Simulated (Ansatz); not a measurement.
Computed with Ansatz on PBE0-D4/def2-TZVP structures; ΔE is electronic, products minus reactants. CBS: MP2 limit from def2 TZ/QZ plus the TZ coupled-cluster correction, frozen cores. DFT in def2-TZVPP. B3LYP here is the variant with VWN-RPA as its local correlation; programs differ in this. HSE06 is defined as in plane-wave codes. For Ge outer-core shells are correlated without core-valence functions, which leaves a few kJ/mol of doubt a bond. Scalar relativity is left out up to krypton. One conformer a species, not always the lowest.

Consider the cleavage of the Si–Ge bond: `S[SiH2][GeH3]` + `O[SiH2]O` → `O[SiH2]O[SiH2]S` + GeH₄.

```csv
level,ΔE (kJ/mol),difference from CCSD(T)/CBS
LDA (SPW92),-89.5,12.6
PBE-D4,-83.7,18.4
revPBE-D4,-86.5,15.6
BLYP-D4,-101.6,0.5
r2SCAN-D4,-100.4,1.7
B97M-V,-108.1,-6.0
PBE0-D4,-90.5,11.6
B3LYP-D4,-105.8,-3.7
r2SCANh-D4,-101.2,0.9
r2SCAN0-D4,-102.4,-0.3
HSE06-D4,-89.9,12.2
BHLYP-D4,-114.9,-12.8
CAM-B3LYP-D4,-112.4,-10.3
ωB97M-V,-105.8,-3.7
B2PLYP,-104.7,-2.6
PBE,-79.8,22.3
BLYP,-93.4,8.7
r2SCAN,-99.2,2.9
PBE0,-87.0,15.1
B3LYP,-99.7,2.4
r2SCANh,-99.9,2.2
r2SCAN0,-100.9,1.2
HSE06,-86.7,15.4
BHLYP,-111.0,-8.9
CAM-B3LYP,-108.7,-6.6
LC-ωPBE,-96.5,5.6
RPA@PBE/def2-TZVPP,-104.0,-1.9
HF/def2-SVP,-119.6,-17.5
CCSD/def2-SVP,-106.8,-4.7
CCSD(T)/def2-SVP,-105.6,-3.5
HF/def2-TZVPP,-122.4,-20.3
MP2/def2-TZVPP,-106.9,-4.8
SCS-MP2/def2-TZVPP,-110.5,-8.4
CCSD/def2-TZVPP,-105.4,-3.3
CCSD(T)/def2-TZVPP,-103.6,-1.5
HF/def2-QZVPP,-125.2,-23.1
SCS-MP2/def2-QZVPP,-110.9,-8.8
HF/CBS(def2),-125.6,-23.5
MP2/CBS(def2),-105.3,-3.2
CCSD/CBS(def2),-103.8,-1.7
CCSD(T)/CBS,-102.1,0
```

Largest T1 diagnostic among the species: 0.012.

At CCSD(T), def2-SVP lies −3.5 kJ/mol from the extrapolated value and def2-TZVPP −1.5 kJ/mol. From PBE to PBE0 (25 % exact exchange), in def2-TZVPP and without D4, ΔE moves by −7.2 kJ/mol.
